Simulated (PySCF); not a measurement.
SMILES c1c[se]c(-c2ccsc2)c1 (GFN2-xTB optimised geometry):

```
16

C      0.084    -3.024     0.000
C      1.442    -3.024     0.000
Se     2.144    -1.312     0.000
C      0.366    -0.692    -0.001
C      0.057     0.717    -0.002
C      1.047     1.743    -0.002
C      0.521     2.989    -0.003
S     -1.200     2.962    -0.003
C     -1.206     1.247    -0.002
C     -0.509    -1.744    -0.001
H     -0.499    -3.930     0.001
H      2.086    -3.885     0.001
H      2.104     1.533    -0.002
H      1.033     3.930    -0.003
H     -2.144     0.730    -0.002
H     -1.577    -1.608    -0.001
```

Computed with PBE0/def2-TZVP (PySCF).

Problem. What are the frontier orbital energies and the dipole moment?

Solution. HOMO-2 -7.24 eV, HOMO-1 -6.96 eV, HOMO -6.00 eV, LUMO -1.25 eV, LUMO+1 -0.26 eV; dipole moment 0.31 D.

Meta-Löwdin charges at PBE0/def2-TZVP: C1 -0.14, C2 -0.29, Se3 0.31, C4 -0.13, C5 -0.01, C6 -0.16, C7 -0.27, S8 0.31, C9 -0.28, C10 -0.16, H11 0.13, H12 0.14, H13 0.13, H14 0.15, H15 0.14, H16 0.13.
